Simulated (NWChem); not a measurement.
SiH$_{3}$SeCl; SMILES [SiH3][Se]Cl

This build's default masses of Se (78.918 u) and Br (79.917 u) are each other's, which moves their modes by up to 0.6 %.

Task: Give the equilibrium geometry at PBE0/def2-SVP (NWChem) as a list of bonds and angles, with the point group.

Result: point group Cs; any orientation.
Bond lengths (Å): Se1–Cl2 2.202, Se1–Si3 2.293, Si3–H4 1.494, Si3–H5 1.490, Si3–H6 1.490. Angles (°): Cl2–Se1–Si3 94.1, Se1–Si3–H4 103.7, Se1–Si3–H5 110.4, Se1–Si3–H6 110.4, H4–Si3–H5 110.8, H4–Si3–H6 110.8, H5–Si3–H6 110.4.
